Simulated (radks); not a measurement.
Results of a calculation; reference values are marked as such.
Task: Radial electron density D(r) = 4 pi r^2 rho(r) of an atom or ion with 53 electrons. Code: a radial shooting solver on a logarithmic mesh with Libxc functionals. Model: Dirac Kohn-Sham, PBEsol, spin-unpolarised, spherical densities, finite nucleus; Fermi nuclear charge, rms radius of each element as measured or else 0.836 A^(1/3) + 0.57 fm.

| r (bohr) | D(r) (e/bohr) |
|---|---|
| 0.0009329 | 1.873 |
| 0.001244 | 3.076 |
| 0.001646 | 4.929 |
| 0.002196 | 7.887 |
| 0.002905 | 12.22 |
| 0.003875 | 18.69 |
| 0.005127 | 27.32 |
| 0.006838 | 38.58 |
| 0.009048 | 50.95 |
| 0.01207 | 62.83 |
| 0.01597 | 70.21 |
| 0.0213 | 70.70 |
| 0.02818 | 65.56 |
| 0.03758 | 62.20 |
| 0.04973 | 69.51 |
| 0.06632 | 85.15 |
| 0.08775 | 90.50 |
| 0.117 | 76.29 |
| 0.1549 | 65.14 |
| 0.2065 | 74.02 |
| 0.2733 | 72.27 |
| 0.3645 | 42.50 |
| 0.4862 | 25.56 |
| 0.6433 | 29.64 |
| 0.8579 | 23.68 |
| 1.135 | 11.55 |
| 1.514 | 6.253 |
| 2.003 | 4.410 |
| 2.672 | 2.116 |
| 3.535 | 0.5639 |
| 4.715 | 0.07050 |
| 6.239 | 0.003912 |

What is the nuclear charge?

Result: Z = 54. The innermost maximum, from 1s, lies near gamma/Z bohr with gamma = sqrt(1 - (Z/c)^2) = 0.919, here 0.017 bohr (found: 0.0187), and its height grows with Z. The density is that of the xenon ion Xe+ in [Kr] 4d10 5s2 5p5; the configuration itself is not fixed sharply by these data, and Z only to a few units. D(r) has 4 maxima, at r = 0.0187, 0.0823, 0.237, 0.670 bohr, and minima at 0.0364, 0.155, 0.494 bohr, inside which lie 2.02, 11.16, 29.00 electrons.
